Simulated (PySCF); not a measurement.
**Polarisability and C₆ of In²⁺ (indium, charge +2)**

[Kr] 4d9 5s1 5p1, one real determinant (an excited configuration). Computed with PySCF 2.14 in x2c-QZVPPall with one added diffuse shell each of s, p, d, f type (14s10p8d5f1g, 128 functions), with scalar relativity by spin-free X2C-1e. Coupled (time-dependent) response in atomic units; α is the mean over directions.

```json
{"method": "PBE0", "mean α (bohr³)": "15.69", "α xx, yy, zz": "16.00, 16.00, 15.05", "C₆ (like pair)": "90.42", "S(−4)": "98.66"}
```

S(−4) is the Cauchy moment in α(ω) = α(0) + S(−4) ω² + …

Spin-orbit coupling is absent.

α(iu) at PBE0:

| u (hartree) | α(iu) (bohr³) |
| --- | --- |
| 0 | 15.69 |
| 0.0500 | 15.44 |
| 0.100 | 14.77 |
| 0.200 | 12.67 |
| 0.300 | 10.42 |
| 0.500 | 7.112 |
| 0.750 | 4.885 |
| 1.00 | 3.686 |
| 1.50 | 2.440 |
| 2.00 | 1.781 |
| 3.00 | 1.083 |
| 5.00 | 0.5208 |

For an ion, C₆ is the dispersion term alone; charge-induced terms of lower order in 1/R come first.

The components differ because the open shell of this determinant is not spherical; for a pure term their mean is the scalar polarisability.

⟨L²⟩ = 8.01 against 12 for a pure F term, so this real determinant mixes terms.
